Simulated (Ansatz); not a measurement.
Frontier orbitals of `[NH]=[Ta]([NH2])([OH])[F]`.

```xyz
9

N     1.536   -0.330    0.692
Ta    0.095   -0.380   -0.327
N    -0.512    1.498   -0.400
O    -1.267   -1.476    0.440
F     0.483   -1.030   -2.068
H     2.396   -0.399    1.208
H    -0.047    2.284    0.024
H    -1.376    1.791   -0.834
H    -1.307   -1.957    1.265
```

Charge 0, multiplicity 1. Correlated methods include outer-core shells of Ta, which these sets cover unevenly. Ta: def2 effective core potential. The geometry is a stationary point of PBE0-D4/def2-TZVP. It is one conformer, not always the lowest. Basis def2-TZVPP, Ansatz 0.2.0.

Orbital energies of one run (eV). Highest occupied ones, from the top: -10.15, -10.23, -10.46, -12.45, -12.74, -13.95, -14.06, -14.54, -14.92, -15.17, -16.46, -17.04, -23.96, -26.19. Empty: 1.62, 2.07, 2.50, 2.54, 3.05, 3.61.

Q: Which functional gave them?
A. B97M-V
B. LDA (SPW92)
C. PBE
D. ωB97X-V

A: D. HOMO energies: ωB97X-V -10.15, LDA (SPW92) -6.55, PBE -6.33, B97M-V -6.62 eV.
